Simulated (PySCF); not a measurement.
**Computed structure and properties of [Lu(SH)4]−**

System: [Lu(SH)4]− (singlet in the valence; each metal's 4f electrons, 14 of them, lie in its core potential, out of spins and levels); start: template (S4). Method: PySCF 2.14.0, RKS PBE0, Lu lcecp-1-SVP with ECP60, S def2-SVP, H def2-SVP; non-relativistic Hamiltonian with scalar-relativistic core potentials where named; density fitting; no spin-orbit coupling.

Input of the relaxation:

```python
mol = gto.M(atom='''
Lu    -0.00000     0.00000     0.00000
S      1.52750     1.52750     1.52750
H      2.63730     0.79880     1.71810
S     -1.52750    -1.52750     1.52750
H     -2.63730    -0.79880     1.71810
S      1.52750    -1.52750    -1.52750
H      0.79880    -2.63730    -1.71810
S     -1.52750     1.52750    -1.52750
H     -0.79880     2.63730    -1.71810''',
    basis={'Lu': 'lcecp-1-SVP', 'S': 'def2-SVP', 'H': 'def2-SVP'},
    ecp={'Lu': 'lcecp-1-SVP'},
    charge=-1, spin=0)
mf = dft.RKS(mol, xc='PBE0')
mf.grids.atom_grid = (50, 194)  # f atoms: unpruned, at least (60, 302)
mf = mf.density_fit()  # fitting sets: Lu AutoAux, S def2-universal-JKFIT, H def2-universal-JKFIT
mf.conv_tol = 1e-08; mf.max_cycle = 55
mf.kernel(dm0)  # dm0: converged density of the start geometry
# quasi-Newton relaxation in Cartesian coordinates to a largest gradient under 0.00045 Eh/bohr, steps kept in the point group
```

Run from Python with OMP_NUM_THREADS=2; the lines above give its settings. Where DIIS fails, smearing, a level shift and second-order steps follow.
It took 5.1 min on 2 threads of AMD EPYC 7R43 64-Core Processor (Zen 3), with other jobs on the host, from the converged density of the start.

Course of the relaxation:

```tsv
step	energy above end (eV)	largest force component within the symmetry (eV/Å)
0	0.2607	0.398
1	0.1972	0.151
2	0.1155	0.448
3	0.0836	0.310
4	0.0556	0.155
5	0.0464	0.050
6	0.0449	0.017
7	0.0444	0.010
21	0.0038	0.163
22	0.0023	0.072
23	0.0012	0.022
24	0.0004	0.018
25	0.0000	0.019
26	0.0000	0.003
```
(The steps between are left out.)

Relaxed geometry (S4):

```xyz
9

Lu    0.0000    0.0000    0.0000
S     1.4142    1.5633    1.5122
H     1.8336    0.4891    2.2235
S    -1.4142   -1.5633    1.5122
H    -1.8336   -0.4891    2.2235
S     1.5633   -1.4142   -1.5123
H     0.4892   -1.8336   -2.2234
S    -1.5633    1.4142   -1.5123
H    -0.4892    1.8336   -2.2234
```

| contact | Å |
| --- | --- |
| Lu1–S2 (SH) | 2.594 |
| Lu1–S4 (SH) | 2.594 |
| Lu1–S6 (SH) | 2.594 |
| Lu1–S8 (SH) | 2.594 |

On the finer grid (75, 302):

| Property | Result |
| --- | --- |
| HOMO | -3.06 eV |
| LUMO | 3.25 eV |
| Dipole about the centre of mass | 0.00 D |
| Set of Mulliken populations of Lu1 outside the core potential | s 2.48, p 6.56, d 1.42, f 0.03 |
| D3(BJ) dispersion energy (not in the energies) | -0.293 eV |

```json
{"atom": "Lu1", "Mulliken (e)": "0.51", "Löwdin (e)": "-0.66", "spin (e)": "0.00"}
{"atom": "S2", "Mulliken (e)": "-0.46", "Löwdin (e)": "-0.09", "spin (e)": "0.00"}
{"atom": "H3", "Mulliken (e)": "0.08", "Löwdin (e)": "0.00", "spin (e)": "0.00"}
{"atom": "S4", "Mulliken (e)": "-0.46", "Löwdin (e)": "-0.09", "spin (e)": "0.00"}
{"atom": "H5", "Mulliken (e)": "0.08", "Löwdin (e)": "0.00", "spin (e)": "0.00"}
{"atom": "S6", "Mulliken (e)": "-0.46", "Löwdin (e)": "-0.09", "spin (e)": "0.00"}
{"atom": "H7", "Mulliken (e)": "0.08", "Löwdin (e)": "0.00", "spin (e)": "0.00"}
{"atom": "S8", "Mulliken (e)": "-0.46", "Löwdin (e)": "-0.09", "spin (e)": "0.00"}
{"atom": "H9", "Mulliken (e)": "0.08", "Löwdin (e)": "0.00", "spin (e)": "0.00"}
```

The 4f levels lie in the core potential and are missing.

No frequency check is given for this geometry.

Taking off one SH (charge -1, singlet; the rest: singlet) in vacuum, both parts rigid, costs 4.73 eV; the small basis without counterpoise inflates it.

Rigid scan of SH along the line from its metal:

(distance to S2 (Å), energy (eV)): (2.29, 0.531), (2.39, 0.206), (2.49, 0.045), (2.59, 0.000), (2.69, 0.035), (2.79, 0.125), (2.99, 0.401), (3.29, 0.907), (3.69, 1.563), (4.19, 2.239)

One start shape was tried, so this needn't be the lowest isomer.

An lcecp potential fixes the number of 4f electrons, so in runs with it no electron can move into or out of that shell.
